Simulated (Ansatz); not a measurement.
`CBB(C)F` + `[SiH3][SiH2]Cl` → `CB[SiH2][SiH2]Cl` + `CBF`  (formal exchange of groups at a B–B bond)

Calculated with Ansatz (gas phase, PBE0-D4/def2-TZVP geometries, no zero-point term in ΔE). CCSD(T)/CBS is the MP2 limit (def2-TZVPP, def2-QZVPP) plus CCSD(T) − MP2 in def2-TZVPP, frozen cores. This one scheme is used for every species. Functionals use def2-TZVPP. B3LYP here is the variant with VWN-RPA as its local correlation; programs differ in this. One conformer a species, not always the lowest.

CCSD(T)/CBS gives -20.2 kJ/mol.

Problem. Another level gave -19.0 kJ/mol. Which?
A. B3LYP-D4/def2-TZVPP
B. PBE-D4/def2-TZVPP
C. HF/def2-TZVPP
D. B3LYP/def2-TZVPP

Solution. A. B3LYP-D4 -19.0, PBE-D4 -23.3, HF/def2-TZVPP -8.4, B3LYP -13.0 kJ/mol.

Largest T1 diagnostic among the species: 0.012.

The D4 term adds −6.0 kJ/mol with B3LYP and −3.5 kJ/mol with PBE0; it sums over pairs of atoms, weighted by their polarisabilities, and B3LYP, whose exchange is more repulsive, gets the larger term. In def2-TZVPP, CCSD(T) changes the Hartree–Fock value by −11.5 kJ/mol (the triples alone add −2.5 kJ/mol) and MP2 by −13.8 kJ/mol.
